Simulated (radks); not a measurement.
Problem. Coulomb parameter of the 5d shell of the tantalum ion Ta+ in the model configuration [Xe] 4f14 5d2.5 6s1.5, as a second difference U = [E(n + 0.25) + E(n - 0.25) - 2 E(n)] / (0.25)^2 with all orbitals relaxed. "Bare": the charge of the atom changes with n. "Screened": the 6s shell takes up the change at fixed total charge, which measures U(5d,5d) + U(6s,6s) - 2 U(5d,6s). Method: scalar-relativistic Kohn-Sham, PBE, spin-unpolarised, spherical densities, finite nucleus; Fermi nuclear charge, rms radius 5.3507 fm; computed with a radial shooting solver on a logarithmic mesh with Libxc functionals. Estimate both.

Solution. U(bare) = 9.198 eV, U(screened by 6s) = 0.705 eV, against the Slater integral F0(5d,5d) = 12.031 eV with frozen orbitals.
